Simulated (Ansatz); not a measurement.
Ansatz (a program for electronic structure) input (CCSD(T)/def2-SVPD):

Ansatz 0.2 input:
```yaml
crystal:
  periodic: [false, false, false]
  atoms:
    - {symbol: Sr, position_ang: [-0.00000000, -0.00000000, -0.80322820]}
    - {symbol: Cl, position_ang: [0.00000000, 0.00000000, 1.79545126]}
basis:
  gaussian:
    orbitals: def2-SVPD
magnetization: {spin_polarized: true, initial_magnetization: 1}
correlation: {method: ccsd_t, electrons: outside_noble_gas}
output: {forces: true}
```

Output:

```
Functional definition: HF
integrals: 0.03 GiB planned
505 factors; integrals over basis functions are off by at most 5.1e-4 eV
mean field: 0.12 GiB planned
mean field evaluation 1: about -13326.7804 eV, gradient 1.2e1 eV
mean field evaluation 2: about -13326.9022 eV, gradient 1.2e1 eV
mean field evaluation 4: about -13328.1439 eV, gradient 9.7e-1 eV
mean field evaluation 8: about -13328.1871 eV, gradient 1.6e-1 eV
mean field evaluation 16: about -13328.1900 eV, gradient 1.5e-6 eV
mean field evaluation 32: about -13326.3970 eV, gradient 1.2e0 eV
mean field evaluation 64: about -13326.2107 eV, gradient 1.8e-3 eV
mean field evaluation 96: about -13326.4010 eV, gradient 3.4e-1 eV
mean field -13328.18998521 eV, -489.8019477847 hartree, gradient 2.7e-6 eV, S^2 0.750479; 3 other end points of the search recorded, 0 dependent functions left out
determinant -13328.18998521 eV, -489.8019477847 hartree, with singles and doubles -13332.78638181 eV, -489.9708622443 hartree
determinant -13326.41670714 eV, -489.7367810177 hartree, with singles and doubles -13331.00207049 eV, -489.9052900129 hartree
determinant -13326.21067365 eV, -489.7292094266 hartree, with singles and doubles -13330.84529275 eV, -489.8995285373 hartree
determinant -13325.83669349 eV, -489.7154659093 hartree, with singles and doubles -13330.44270770 eV, -489.8847338094 hartree
9 core orbitals not correlated
reference -13328.18998521 eV, -489.8019477847 hartree; 5, 4 occupied and 39, 40 virtual orbitals, 505 factors
densities: 0.15 GiB planned
second order -4.27804332 eV of doubles, -0.00000000 eV of singles
coupled cluster: 0.12 GiB planned
cycle   1  -4.59750708 eV  change   -4.5e-2 eV  update   1.5e-2
cycle   2  -4.60321351 eV  change   -5.7e-3 eV  update   4.8e-3
cycle   3  -4.60441251 eV  change   -1.2e-3 eV  update   2.4e-3
cycle   4  -4.60480143 eV  change   -3.9e-4 eV  update   9.1e-4
cycle   5  -4.60485275 eV  change   -5.1e-5 eV  update   4.3e-4
cycle   6  -4.60486418 eV  change   -1.1e-5 eV  update   1.9e-4
cycle   7  -4.60486454 eV  change   -3.6e-7 eV  update   7.7e-5
cycle   8  -4.60486467 eV  change   -1.3e-7 eV  update   2.7e-5
cycle   9  -4.60486634 eV  change   -1.7e-6 eV  update   9.4e-6
cycle  10  -4.60486703 eV  change   -7.0e-7 eV  update   3.1e-6
cycle  11  -4.60486708 eV  change   -5.1e-8 eV  update   1.3e-6
cycle  12  -4.60486701 eV  change    7.6e-8 eV  update   4.7e-7
perturbative correction -0.11119398 eV, -0.0040863036 hartree
the calculation of the forces begins
Total energy: -13332.90604620 eV, -489.9752598294 hartree
Atom 0 at    -0.000000    -0.000000    -0.803228 Å, force     0.000000    -0.000000    -0.826546 eV/Å
Atom 1 at     0.000000     0.000000     1.795451 Å, force    -0.000000     0.000000     0.826546 eV/Å
Dipole moment:     0.000000     0.000000    -0.970200 e Å
```
